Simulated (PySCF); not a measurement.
The complex [MnO4]3- (charge -3) contains Mn(V), shell d2. The structure is a PBE0-D3(BJ)/def2-TZVP, IEF-PCM water geometry optimised for multiplicity 3; coordination tetrahedral, point group Td, metal–donor distances 1.69 Å.

The d shell alone is too small an active space for [MnO4]3- (an active orbital has only 0.61 squared overlap with the free ion's shell): its levels, fitted parameters, g values and moments show what this model gives and aren't sound predictions.

```
5

Mn    0.000    0.000    0.000
O     0.976    0.976    0.976
O    -0.976    0.976   -0.976
O     0.976   -0.976   -0.976
O    -0.976   -0.976    0.976
```

Method (PySCF 2.14, density fitting): CASSCF(2,5) with orbitals averaged over all microstates of the shell, strongly contracted NEVPT2 on the averaged canonical orbitals; basis x2c-TZVPall on the metal, x2c-SVPall elsewhere; spin-free X2C; IEF-PCM water; spin-orbit coupling by state interaction with the mean-field operator over all roots.

(1) Which term lies lowest, and with what spin?

(2) List the excited states of the same spin.

(3) Which is the lowest state of another spin?

(4) Give the fitted ligand-field and repulsion parameters.

(5) What magnetic behaviour follows?

No frequencies were computed for the optimised geometry. Charge-transfer states lie outside this active space and may come lower than some of these levels. NEVPT2 lifts 3T2 from 14832 to 19640 cm⁻¹; on the d shell alone such lifts tend to overshoot. NEVPT2 on the d shell alone tends to put d–d bands too high for such charged or covalently bound ions.

The job took 7.6 s on one thread of Arm Neoverse N1 (shared host), with 104 basis functions, launched as `OMP_NUM_THREADS=1 python lf_run.py task.json out`.

## Answers

(1) 3A2 (S = 1, orbital degeneracy 1), with 2.0 electrons in the lower (e-type) set and 0.0 in the upper (t2-type) set, by NEVPT2.

(2) By NEVPT2: 3T2 at 19640 cm⁻¹ (509 nm); 3T1 at 25869 cm⁻¹ (387 nm); 3T1 at 37457 cm⁻¹ (267 nm). The strongest, at 25869 cm⁻¹, has f = 1.5e-02.

(3) 1E at 11959 cm⁻¹ by NEVPT2; CASSCF alone puts it at 13559 cm⁻¹ above the same ground state.

(4) At CASSCF level (the NEVPT2 levels don't fit a ligand-field model well): orbital energies 0, 0, 14642, 14642, 14642 cm⁻¹; 10Dq = 14642 cm⁻¹; B = 818 cm⁻¹; C = 3252 cm⁻¹; B over its free-ion value at the same level 0.574; the fit misses the states by 1084 cm⁻¹ rms, so splittings below that are unsure; ζ = 274 cm⁻¹ (free ion 464), lowered by covalency.

(5) The ground multiplet follows a spin Hamiltonian with S = 1, g = 1.962, 1.962, 1.962, D = 0 (spin-orbit part alone); the lowest levels hold 100 % of the spin-free ground state. μeff is 2.79 μB at 300 K and 2.77 μB at 10 K; the spin-only value is 2.83 μB.
